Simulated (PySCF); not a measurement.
Species: Ge(vinyl)2Me2, C₆H₁₂Ge.
Bonds: Ge1–C2, Ge1–C7, Ge1–C12, Ge1–C16, C2–C3, C7–C8. Hydrogens: H4 on C2; H5, H6 on C3; H9 on C7; H10, H11 on C8; H13, H14, H15 on C12; H17, H18, H19 on C16.

Level of theory: PySCF 2.14.0, PBE0-D3(BJ)/def2-SVP geometry optimisation, gas phase.

Task: Give the optimised bond lengths and angles.

Result: 
```csv
bond,length (Å)
"Ge1–C2, Ge1–C7",1.949
"Ge1–C12, Ge1–C16",1.957
"C2–C3, C7–C8",1.337
"C2–H4, C7–H9",1.099
"C3–H5, C8–H10",1.096
C3–H6,1.096
C8–H11,1.096
C12–H13 and 5 like bonds,1.100
```

Bonds in one row agree within 0.01 Å and their mean is given. A selection of angles:
```csv
angle,degrees
C2–Ge1–C7,109.8
C2–Ge1–C12,108.8
C12–Ge1–C16,109.5
Ge1–C2–C3,124.8
Ge1–C2–H4,117.2
C3–C2–H4,118.0
C2–C3–H5,121.8
C2–C3–H6,122.1
H5–C3–H6,116.2
C7–C8–H11,122.1
H10–C8–H11,116.1
Ge1–C12–H13,110.6
Ge1–C12–H14,110.2
H13–C12–H14,108.4
H14–C12–H15,108.6
```

Dihedral angles: C7–Ge1–C2–C3 -25° (synperiplanar); C2–Ge1–C7–C8 -35° (synclinal). The mirror-image conformer, all signs reversed, is as good.

Of the pairs four or more bonds apart, H5···C8 is among the closest relative to their van der Waals radii: 2.94 Å, 101 % of the sum of Bondi's values. Ge1 (germanium bonded to 4 C) is tetrahedral (angles from 108.6° to 110.1°).

Point group: near C2, missed by 0.24 Å at most; the miss may be what the optimiser left on a soft mode. No frequency check. One conformer, not necessarily the lowest (C7–Ge1–C2–C3 -25°, C2–Ge1–C7–C8 -35°, Ge1–C2–C3–H 2° and -178°, Ge1–C7–C8–H 2° and -179°).
